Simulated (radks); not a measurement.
Task: These are the eigenvalues of the occupied orbitals of an atom or ion with whole-number occupations (hartree). Calculated with a radial shooting solver on a logarithmic mesh with Libxc functionals: Dirac Kohn-Sham, PBE, spin-unpolarised, spherical densities, finite nucleus; Fermi nuclear charge, rms radius of each element as measured or else 0.836 A^(1/3) + 0.57 fm.

1s1/2: -700.9948
2s1/2: -106.5920
2p1/2: -98.67764
2p3/2: -95.15090
3s1/2: -25.45586
3p1/2: -22.47405
3p3/2: -21.87835
3d3/2: -16.65055
3d5/2: -16.53621
4s1/2: -9.74706

Which element is it, and in what charge state? The configuration may be excited.

Result: Z = 41, niobium, charge +12: Nb12+ in [Ar] 3d(3/2: 3, 5/2: 6) 4s2. The list shows which subshells hold electrons but not how many an open one holds; the 1s level, -700.99 hartree, gives Z - s = 37.4 by -(Z - s)^2/2, which with screening and relativity narrows Z to a few neighbours, and the depths of the outer levels then fix element, charge and occupations together.
